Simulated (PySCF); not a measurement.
Vertical excitations of a molecule C₂H₅ClFNSi from TDDFT-CAM-B3LYP/def2-SVPD (PySCF 2.14.0), as energy in eV (oscillator strength): 6.74 (0.042), 7.08 (0.303), 7.42 (0.006), 7.61 (0.021), 7.73 (0.033), 8.02 (0.005), 8.07 (0.053), 8.13 (0.047), 8.19 (0.022), 8.35 (0.001). Lowest triplet (TDA): 4.26 eV. Geometry optimised at ωB97X-D3(BJ)/def2-SVP. Other conformers were not sampled.

Question: Which structure fits?
A) FC/N=C/[SiH2]Cl
B) F[Si]1(Cl)CNC1
C) N[Si@H](Cl)/C=C/F
D) C=C[Si](N)(F)Cl

Answer: C, N[Si@H](Cl)/C=C/F
